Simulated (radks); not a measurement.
Results of a calculation; reference values are marked as such.
All-electron atom: the strontium ion Sr24+ in [Ne] 3s2 3p2 (the NIST ground configuration).

Code: a radial shooting solver on a logarithmic mesh with Libxc functionals. Model: Dirac Kohn-Sham, PBE, spin-unpolarised, spherical densities, point nucleus; open shells fill j = l - 1/2 first.

Energy parts (Ry):
| part | energy |
|---|---|
| total | -5603.39490 |
| kinetic | 5797.25761 |
| electron-nucleus | -12263.59953 |
| Hartree | 1003.94980 |
| exchange-correlation | -141.00278 |

Orbitals (lengths in bohr, moments of r in powers of bohr):
| orbital | occ. | eigenvalue (Ry) | <r^4> | small-component weight |
|---|---|---|---|---|
| 1s1/2 | 2 | -1252.233 | 0.00001101 | 1.91e-02 |
| 2s1/2 | 2 | -236.7714 | 0.001969 | 3.94e-03 |
| 2p1/2 | 2 | -223.3094 | 0.001316 | 3.91e-03 |
| 2p3/2 | 4 | -218.1513 | 0.001436 | 3.81e-03 |
| 3s1/2 | 2 | -88.23415 | 0.06119 | 1.38e-03 |
| 3p1/2 | 2 | -83.61362 | 0.05644 | 1.35e-03 |
| 3p3/2 | 0 | -82.43057 | 0.05966 | 1.32e-03 |

The highest occupied level is 3p1/2 at -1137.6 eV. The density falls to 0.001 e/bohr^3 at r = 1.09 bohr. For comparison, the ionisation energy in NIST's Atomic Spectra Database is 1165 eV (semi-empirical). In exact Kohn-Sham theory the highest level is minus the ionisation energy, but local and semilocal functionals leave it too shallow, through self-interaction and a potential that decays too fast; potentials with the right tail come closer.

Beside tabulated values, note that spin-unpolarised runs miss the spin-polarisation part of the exchange energy of open shells.
